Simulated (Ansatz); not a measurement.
C3H9BO3, triplet, geometry from GFN2-xTB of the parent state (a higher spin typed on purpose: for a closed-shell molecule this is an excited state); MP2/STO-3G (Ansatz, a quantum-chemistry and plane-wave program).

Ansatz was given this input:
Ansatz 0.2 input:
```yaml
crystal:
  periodic: [false, false, false]
  atoms:
    - {symbol: B, position_ang: [-0.66990776, 0.18004961, 0.46643126]}
    - {symbol: O, position_ang: [0.22168011, 1.26273972, 1.00147056]}
    - {symbol: C, position_ang: [1.10478277, 1.88906279, 0.14063621]}
    - {symbol: H, position_ang: [0.57760150, 2.44116005, -0.65387839]}
    - {symbol: H, position_ang: [1.70704479, 2.60807357, 0.72119303]}
    - {symbol: H, position_ang: [1.79116447, 1.18572815, -0.35746860]}
    - {symbol: O, position_ang: [-0.23140372, -1.20330819, 0.90544019]}
    - {symbol: C, position_ang: [1.11235935, -1.51523474, 0.74394406]}
    - {symbol: H, position_ang: [1.75926816, -0.84975941, 1.33756119]}
    - {symbol: H, position_ang: [1.28280208, -2.55124676, 1.08298352]}
    - {symbol: H, position_ang: [1.43446658, -1.44272413, -0.30934869]}
    - {symbol: O, position_ang: [-0.68767991, 0.28109291, -1.07353378]}
    - {symbol: C, position_ang: [-1.36956050, -0.71202348, -1.72550649]}
    - {symbol: H, position_ang: [-1.17437162, -1.70688106, -1.29630797]}
    - {symbol: H, position_ang: [-2.46928994, -0.55620892, -1.69318305]}
    - {symbol: H, position_ang: [-1.06540902, -0.72341251, -2.78516566]}
basis:
  gaussian:
    orbitals: STO-3G
magnetization: {spin_polarized: true, initial_magnetization: 2}
correlation: {method: mp2}
```

What the program printed (banner, timings and long lists left out):

```
Functional definition: HF
640 factors; integrals over basis functions are off by at most 3.9e-5 eV
mean field evaluation 1: about -9879.6266 eV, gradient 2.2e1 eV
mean field evaluation 2: about -9880.0636 eV, gradient 2.2e1 eV
mean field evaluation 4: about -9884.5042 eV, gradient 2.7e0 eV
mean field evaluation 8: about -9884.5828 eV, gradient 6.4e-1 eV
mean field evaluation 16: about -9885.5393 eV, gradient 1.0e0 eV
mean field evaluation 32: about -9885.7561 eV, gradient 1.1e-1 eV
mean field evaluation 64: about -9884.2934 eV, gradient 4.7e0 eV
mean field -9885.75648758 eV, -363.2948501122 hartree, gradient 2.6e-6 eV, S^2 2.005860; 12 other end points of the search recorded, 0 dependent functions left out
7 core orbitals not correlated
reference -9885.75648758 eV, -363.2948501122 hartree; 22, 20 occupied and 15, 17 virtual orbitals, 640 factors
second order -7.56513027 eV of doubles, -0.00000000 eV of singles
Total energy: -9893.32161785 eV, -363.5728635217 hartree
```
